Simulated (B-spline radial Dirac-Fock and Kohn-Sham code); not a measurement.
# Lu: input and output of one calculation

ΔSCF core binding energies without Breit or QED terms, calculated with a B-spline atomic structure program. Keys: rel is the Hamiltonian (dirac, or spin-free x2c and nr, where L3 and M5 stand for the whole 2p and 3d shells), method is hf or an exchange,correlation pair (spin-unpolarised, also for the hole states), nuc the nuclear model, radius_factor scales its radius, rmax is the box in bohr, h the logarithmic mesh step, order the B-spline order, points the quadrature points per cell, c_factor scales the speed of light, and damp, ndamp, maxit and tol steer the iteration. The run stops when the commutator error falls below 10·tol·max(1, Z/10), or the numerical noise floor, and the energy has settled to about 1e-8 Ha; the virial ratio is −V/T.

Input (task.json):

```json
{"items": [{"Z": 71, "q": 0, "cfg": [[1, 0, 2], [2, 0, 2], [2, 1, 6], [3, 0, 2], [3, 1, 6], [3, 2, 10], [4, 0, 2], [4, 1, 6], [4, 2, 10], [4, 3, 14], [5, 0, 2], [5, 1, 6], [5, 2, 1], [6, 0, 2]], "A": 175, "rrms": 5.37, "do": "settings", "holes": ["K", "L3", "M5"],
  "settings": [{"rel": "dirac", "method": "hf", "nuc": "fermi", "radius_factor": 2.0, "rmax": 45.0, "h": 0.3, "order": 8, "points": 10, "c_factor": 1.0, "maxit": 60, "damp": 0.5, "ndamp": 3, "tol": 1e-08}]}]}
```

Command: `python xray2_run.py task.json out`

Ground-state iterations:

```
iter   energy (Ha)        error
   1   -14566.88952344  2.14e+00
   2   -14434.90516489  1.48e+00
   3   -14538.98191348  1.49e+00
   4   -14567.11412071  2.43e-01
   5   -14567.83053635  1.13e-01
   6   -14568.05931044  1.20e-01
   7   -14568.24307285  1.31e-02
   8   -14568.24800416  3.01e-03
   9   -14568.24856904  6.75e-04
  10   -14568.24859842  1.34e-04
  11   -14568.24859961  2.92e-05
  12   -14568.24859969  3.91e-06
  13   -14568.24859969  4.12e-07
```

The ground state converged in 13 iterations, with total energy -14568.24860 Ha, virial ratio 1.89858 and highest orbital energy -5.04 eV. ΔSCF binding energies: K (1s) 63574.2 eV, L3 (2p3/2) 9276.0 eV, M5 (3d5/2) 1598.6 eV.
